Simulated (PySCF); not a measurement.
C₆H₄S. Atoms are numbered in the order given.

```xyz
11

C      0.1478    -3.3068     0.0000
C      0.0679    -2.0954     0.0000
C     -0.0392    -0.6735     0.0000
C     -1.2889     0.0437     0.0000
C     -1.1180     1.4010     0.0000
S      0.5584     1.8381     0.0000
C      1.0453     0.1861     0.0000
H      0.2211    -4.3776     0.0000
H     -2.2597    -0.4514     0.0000
H     -1.8843     2.1744     0.0000
H      2.0987    -0.0865     0.0000
```

Coordinates come from a B3LYP-D3(BJ)/def2-SVP optimisation.

Calculation: PBE/pcSseg-1 run with PySCF.

GIAO shieldings, no solvent; atoms alike by connectivity are averaged. δ = σ(ref) − σ: ¹³C against TMS (σ = 182.0 ppm); ³³S against H2S (σ = 706.5 ppm); ¹H against TMS (σ = 31.49 ppm), references at their B3LYP-D3(BJ)/def2-TZVP geometries, non-relativistic.

Computed chemical shifts:
```
nucleus  atoms  count  δ (ppm)
-------  -----  -----  -------
¹³C         C7      1    138.8
¹³C         C4      1    137.2
¹³C         C5      1    132.3
¹³C         C3      1    127.2
¹³C         C1      1     85.3
¹³C         C2      1     84.6
³³S         S6      1    461.5
¹H         H11      1     7.54
¹H          H9      1     7.45
¹H         H10      1     7.26
¹H          H8      1     3.26
```
